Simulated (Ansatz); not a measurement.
**A geometry optimisation of FN2Sn− with B3LYP-D3(BJ)/def2-SVPD**

The starting geometry of this gas-phase triplet was optimised with GFN2-xTB.

```yaml
atoms:
  - { symbol: F, position_ang: [0.8456, 4.0435, 0.8176] }
  - { symbol: N, position_ang: [-3.4742, 3.9452, 3.3263] }
  - { symbol: N, position_ang: [-2.7818, 3.4457, 2.4944] }
  - { symbol: Sn, position_ang: [-1.2653, 3.0112, 1.2232] }
```

**Question.** Predict what it relaxes into with B3LYP-D3(BJ)/def2-SVPD.

**Answer.** It falls apart into FSn + N2 (formulas without charges). Distances that change by over a tenth: F1–Sn4 (2.38 → 2.10 Å). Contacts that open: N3–Sn4 (2.03 → 3.56 Å).

The energy falls by 1.03 eV over 30 steps:

```tsv
step	E − E(last) (eV)
1	1.027
4	0.239
7	0.055
11	0.018
14	0.018
17	0.017
20	0.014
24	0.008
27	0.000
30	0.000
```

Final geometry (Å):

| atom | x (Å) | y (Å) | z (Å) |
| --- | --- | --- | --- |
| F | -0.1167 | 4.2224 | 1.5980 |
| N | -2.8213 | 4.2739 | 3.2162 |
| N | -3.1820 | 3.3926 | 2.6537 |
| Sn | -0.5557 | 2.5567 | 0.3936 |

No frequencies were run, so the end isn't proven a minimum. Open shells are spin-unrestricted. The triplet needn't be the ground state. Atoms past krypton carry core potentials, without spin–orbit terms. Run with Ansatz 0.2.0, 3 min on 1 thread of Arm Neoverse V2, with other jobs on the host.
